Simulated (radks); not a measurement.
Spherical quantum dot in the effective-mass picture: electrons in a well V = -V0 / (1 + exp((r - R)/a)) with V0 = 8.53, R = 5.09, a = 0.44, with a point charge +2 (a donor) at the centre, all in effective atomic units (hartree* = m*/eps^2 hartree, bohr* = eps/m* bohr), one dielectric constant everywhere. Calculated with a radial shooting solver with Libxc functionals: non-relativistic Kohn-Sham, LDA (Slater exchange, Perdew-Wang correlation), spin-polarised, spherical densities. Levels are named by radial order and angular momentum (1s, 1p, 1d, 2s, ...), and open shells are averaged over m. Results are scaled to m* = 0.036 and eps = 15.6, for which hartree* = 4.025 meV and bohr* = 22.93 nm. Each electron was tried in the lowest free levels, single moves between levels near the top were tried too, and the lowest total energy was kept; such a search can miss a lower state. The series stops at N = 29: beyond it a trial failed or the search could not be trusted, so later rows were left out. At N = 1 the Hartree and exchange-correlation terms need not cancel, so that row can carry a self-interaction error.

N                         open shells  2S  mu = E(N) - E(N-1) (meV)  addition energy mu(N+1) - mu(N) (meV)  e(HOMO) (meV)  rms radius (nm)
1                    1s(up 1, down 0)   1                   -42.148                                  4.243        -40.409            20.43
2                                none   0                   -37.905                                  5.513        -36.580            25.33
3                    1p(up 1, down 0)   1                   -32.392                                  1.135        -31.843            41.07
4                    1p(up 2, down 0)   2                   -31.257                                  1.179        -30.668            48.12
5                    1p(up 3, down 0)   3                   -30.078                                  1.223        -29.489            52.61
6   1p(up 3, down 0) 2s(up 1, down 0)   4                   -28.854                                  1.469        -28.275            56.25
7   1p(up 3, down 1) 2s(up 1, down 0)   3                   -27.386                                  1.059        -26.863            58.83
8   1p(up 3, down 2) 2s(up 1, down 0)   2                   -26.327                                  1.079        -25.789            60.95
9                    2s(up 1, down 0)   1                   -25.248                                  1.148        -24.707            62.75
10                               none   0                   -24.100                                  2.027        -23.527            64.32
11                   1d(up 1, down 0)   1                   -22.073                                  1.021        -21.563            66.02
12                   1d(up 2, down 0)   2                   -21.053                                  1.020        -20.542            67.48
13                   1d(up 3, down 0)   3                   -20.033                                  1.018        -19.523            68.77
14                   1d(up 4, down 0)   4                   -19.015                                  1.015        -18.507            69.92
15                   1d(up 5, down 0)   5                   -18.000                                  1.250        -17.494            70.96
16                   1d(up 5, down 1)   4                   -16.750                                 0.9853        -16.257            71.92
17                   1d(up 5, down 2)   3                   -15.765                                 0.9856        -15.272            72.80
18                   1d(up 5, down 3)   2                   -14.779                                 0.9846        -14.286            73.61
19                   1d(up 5, down 4)   1                   -13.794                                 0.9828        -13.303            74.36
20                               none   0                   -12.812                                  2.083        -12.321            75.07
21                   1f(up 1, down 0)   1                   -10.729                                 0.9548        -10.251            75.83
22                   1f(up 2, down 0)   2                   -9.7739                                 0.9534        -9.2970            76.54
23                   1f(up 3, down 0)   3                   -8.8205                                 0.9517        -8.3444            77.21
24                   1f(up 4, down 0)   4                   -7.8688                                 0.9498        -7.3936            77.83
25                   1f(up 5, down 0)   5                   -6.9190                                 0.9477        -6.4448            78.43
26                   1f(up 6, down 0)   6                   -5.9713                                 0.9455        -5.4982            78.99
27                   1f(up 7, down 0)   7                   -5.0258                                  1.166        -4.5538            79.52
28                   1f(up 7, down 1)   6                   -3.8602                                 0.9291        -3.3955            80.03
29                   1f(up 7, down 2)   5                   -2.9311                                      -        -2.4668            80.52

All shells are closed at N = 2, 10, 20 (there: 1s2 1p6 1d10 2s2); the second difference of the energy has clear peaks (12 % above both neighbours; the first and last values, which can be the largest, are not judged, and half-filled shells can peak too) at N = 2, 6, 10, 15, 20, 27.
